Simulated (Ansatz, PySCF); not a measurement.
Gas-phase reaction (SMILES): N[Si](N)(Br)Br + N (NH3) → N[Si](N)(N)Br + Br (HBr); ammonia cleaves one Si-Br bond, a model of a ligand-exchange step.

Structures are relaxed separately at B3LYP-D3(BJ)/def2-TZVP in Ansatz (an electronic-structure program), one conformer each, not searched for the lowest. Cores are frozen in the correlated levels unless marked. Spin-orbit coupling is left out. The frozen core is the preceding noble-gas configuration, with the filled d and f shells of earlier blocks. No relativistic terms. Basis-set limits of correlation are two-point, X^-3; Hartree-Fock from the larger set. [CCSD(T)-MP2]/basis is that difference in the basis named. Thermal terms are rigid-rotor harmonic-oscillator values from B3LYP-D3(BJ) frequencies (Ansatz or PySCF) at 298.15 K and 1 atm. 1 Eh = 627.5095 kcal/mol.

| species | E, RI-MP2/CBS(def2-TZVPPD,def2-QZVPPD)+[CCSD(T)-MP2]/def2-TZVPPD (Ansatz) (Eh) | E, wB97X-V/def2-TZVPD (Ansatz) (Eh) | H - E (Eh) | G - E (Eh) |
|---|---|---|---|---|
| N[Si](N)(Br)Br | -5546.43223 | -5549.40539 | 0.06450 | 0.02226 |
| N (NH3) | -56.50761 | -56.56167 | 0.03799 | 0.01614 |
| N[Si](N)(N)Br | -3029.64485 | -3031.43321 | 0.08982 | 0.04804 |
| Br (HBr) | -2573.28273 | -2574.52162 | 0.00927 | -0.01328 |

### Question
Work out ΔE and ΔH, ΔG, ΔS and the equilibrium constant at 298.15 K at the first level, then ΔH at the second.

### Answer

1. ΔE = [(-3029.64485) + (-2573.28273)] - [(-5546.43223) + (-56.50761)] = 0.01226 Eh = 7.7 kcal/mol at RI-MP2/CBS(def2-TZVPPD,def2-QZVPPD)+[CCSD(T)-MP2]/def2-TZVPPD.
2. The terms H - E add up to -0.00340 Eh, so ΔH = (0.01226 + (-0.00340))×627.5095 = 5.6 kcal/mol.
3. The terms G - E add up to -0.00364 Eh, so ΔG = 5.4 kcal/mol, and ΔS = (-0.00340 - (-0.00364))×627509.5/298.15 = 0.5 cal/(mol K).
4. log10 K = -ΔG/(RT ln 10) = -4.0, with RT ln 10 = 1.3642 kcal/mol.
5. At wB97X-V/def2-TZVPD the same steps give ΔE = 7.7 and ΔH = 5.5 kcal/mol, a shift of -0.1 from the first level.
6. These values are not checked against measurement here, since the tables used lack a sound gas-phase enthalpy of formation for at least one species.
